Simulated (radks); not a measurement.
Au26+, configuration [Ar] 3d10 4s2 4p5 4d10 4f7 5s1 (not the ground configuration).

Method: Dirac Kohn-Sham, exchange-only PBE, spin-unpolarised, spherical densities, finite nucleus; open shells are shared between the two j in proportion to 2j + 1; Fermi nuclear charge, rms radius 5.4371 fm; computed with a radial shooting solver on a logarithmic mesh with Libxc functionals.

Energy parts (hartree):
| part | energy |
|---|---|
| total | -18711.5746 |
| kinetic | 21529.3209 |
| electron-nucleus | -45474.7126 |
| Hartree | 5561.8956 |
| exchange | -328.0785 |

Orbitals (lengths in bohr, moments of r in powers of bohr; r(max) is where P^2 peaks):
| orbital | occ. | eigenvalue (hartree) | r(max) |
|---|---|---|---|
| 1s1/2 | 2 | -2993.684 | 0.01042 |
| 2s1/2 | 2 | -553.3711 | 0.06039 |
| 2p1/2 | 2 | -532.1162 | 0.04445 |
| 2p3/2 | 4 | -464.6380 | 0.05183 |
| 3s1/2 | 2 | -154.0491 | 0.1698 |
| 3p1/2 | 2 | -144.4801 | 0.1584 |
| 3p3/2 | 4 | -129.5181 | 0.1733 |
| 3d3/2 | 4 | -113.6027 | 0.1350 |
| 3d5/2 | 6 | -110.3848 | 0.1391 |
| 4s1/2 | 2 | -55.52173 | 0.3770 |
| 4p1/2 | 1.66667 | -51.39224 | 0.3741 |
| 4p3/2 | 3.33333 | -47.43225 | 0.4021 |
| 4d3/2 | 4 | -40.65412 | 0.3908 |
| 4d5/2 | 6 | -39.86770 | 0.3990 |
| 4f5/2 | 3 | -31.27007 | 0.3429 |
| 4f7/2 | 4 | -31.07196 | 0.3462 |
| 5s1/2 | 1 | -27.16565 | 0.7420 |
| 5p1/2 | 0 | -25.41747 | 0.7579 |
| 5p3/2 | 0 | -24.12020 | 0.8028 |
| 6s1/2 | 0 | -16.34472 | 1.266 |

The highest occupied level is 5s1/2 at -739.21 eV. Summed over all electrons, <r^2> = 6.082 bohr^2, which gives a Langevin (diamagnetic) susceptibility term of -4.82 x 10^-6 cm^3/mol. The density falls to 0.001 e/bohr^3 at r = 1.47 bohr.
